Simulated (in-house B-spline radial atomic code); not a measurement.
A run on an ion of nuclear charge 58 with 58.6 electrons that did not converge. Method: scalar-relativistic (X2C) B3LYP, spin-polarised, spherical fractional occupations, Fermi nucleus of rms radius 4.8771 fm; computed with an all-electron radial atomic-structure program (B-spline basis).

Command:
```bash
python run_scf.py task.json out
```
Settings (nuclear radius in fm, mass in u):
```
Z                58
configuration    [Xe] 4f1.6 5d1 6s2
hamiltonian      x2c
method           b3lyp
spin_polarised   True
nucleus          fermi
rms_radius       4.8771
atomic_mass      139.90545
speed_of_light   137.035999084
```

First and last ten iterations of the last attempt (damped for 15 steps, keeping 80 % of the old Fock matrix, then DIIS):
```
 iter        energy (Eh)    residual
    1       -8852.291703    4.62e-01
    2       -8852.824417    4.30e-01
    3       -8856.467989    2.73e-01
    4       -8858.258375    1.68e-01
    5       -8859.099597    9.94e-02
    6       -8859.477667    5.68e-02
    7       -8859.640337    3.15e-02
    8       -8859.707446    1.79e-02
    9       -8859.734077    1.16e-02
   10       -8859.046526    7.12e-02
  111       -8858.960976    7.29e-02
  112       -8859.742958    8.93e-03
  113       -8859.743227    8.73e-03
  114       -8858.989396    7.22e-02
  115       -8858.993565    7.20e-02
  116       -8858.964421    7.32e-02
  117       -8858.907021    7.37e-02
  118       -8858.906067    7.38e-02
  119       -8858.510680    7.85e-02
  120       -8858.504779    7.86e-02
 not converged after 120 iterations
```

The smallest residual met was 5.3e-03; the threshold is about 6e-07. No energy from this run should be used. The likely cause: this method binds the added charge weakly or not at all at the basis-set limit, so charge moves back and forth between the atom and the box. Run time, properties included: 5.9 s on 1 thread of Intel(R) Xeon(R) Platinum 8488C, on a shared host.
